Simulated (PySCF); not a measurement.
## Ionisation energy of Se by level of theory

Se [Ar] 3d10 4s2 4p4 (3P) → Se⁺ [Ar] 3d10 4s2 4p3 (4S), as a difference of total energies. Calculation: PySCF 2.14, in x2c-SVPall; scalar relativity by spin-free X2C-1e. Correlated levels: valence: [Ar] 3d10 frozen. The calculations carry no spin-orbit coupling.

| method | ionisation energy (eV) |
| --- | --- |
| UHF | 8.521 |
| PBE | 9.557 |
| M06-L | 9.589 |
| MP2 (valence) | 8.936 |
| SCS-MP2 (valence) | 8.963 |
| CCSD (valence) | 8.959 |
| CCSD(T) (valence) | 8.967 |

Errors of the correlated levels include the incompleteness of this basis and the frozen core.

Q: Which method comes closest to the reference value, and which is furthest?

A: The reference is 9.635 eV (measured; NIST levels, between the centres of gravity of the two terms). Closest: M06-L (error -0.046 eV); furthest: UHF (error -1.114 eV).
